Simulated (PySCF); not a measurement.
Unknown compound

The spectra below were simulated for a compound C7H10N2.

1H NMR (400 MHz, computed): δ 7.11 (m, 1H), 7.08 (m, 1H), 2.91 (q, 2H), 2.81 (s, 3H), 1.26 (t, 3H).

13C{1H} NMR (computed): δ 167.6, 160.9, 129.2, 128.0, 33.7, 24.2, 19.1.

One conformer, non-relativistic Hamiltonian, fast rotation and ring inversion assumed for equivalent nuclei, isolated molecule. PBE0-D3(BJ)/def2-SVP structure; NMR shieldings at PBE0/pcSseg-1/GIAO; PySCF 2.14.0 with density-fitted response routines.

δ = σ(ref) − σ, references computed at the same level: 1H (σ = 31.27 ppm), 13C (σ = 184.41 ppm) against TMS.

Q: Which of these isomers gave the spectra?
A. CC(C)(C)C(C#N)C#N
B. CCc1ccc(C)nn1
C. C/N=C\C(C#N)=C(C)C

A: B. 

1. The formula gives 4 degrees of unsaturation (1 ring in the answer).
2. 7 carbon signals for 7 carbons: no two carbons are equivalent.
3. Carbon types of the structure: 2 × C, 2 × CH, 1 × CH2, 2 × CH3, which accounts for all hydrogens.
4. δC 167.6, 160.9: substituted aromatic carbon next to a ring nitrogen.
5. δC 129.2, 128.0: aromatic CH; the aromatic region.
6. δC 33.7: sp3 CH2 on an aromatic ring; saturated and bonded to C and H only.
7. δC 19.1: methyl carbon; saturated and bonded to C and H only.
8. δH 2.81: hydrogen on a methyl carbon on an aromatic ring; benzylic-type position, deshielded by the ring.

The others: C/N=C\C(C#N)=C(C)C would give 4 signals for carbon-bound and other non-exchanging H, not 5; CC(C)(C)C(C#N)C#N would give 4 carbon signals, not 7.

Shifts are as computed. Against solution values, carbons near 30 ppm lie about +2 ppm off and those near 130 ppm about +5 ppm. Of 1211 compounds with measured shifts, 218 miss one by over three times the rms of a fit or turn the order of signals round; such compounds aren't used in these exercises. Multiplicities follow the n + 1 count of equivalent neighbours, as no J values were calculated; m marks all less simple cases, F and P coupling included.
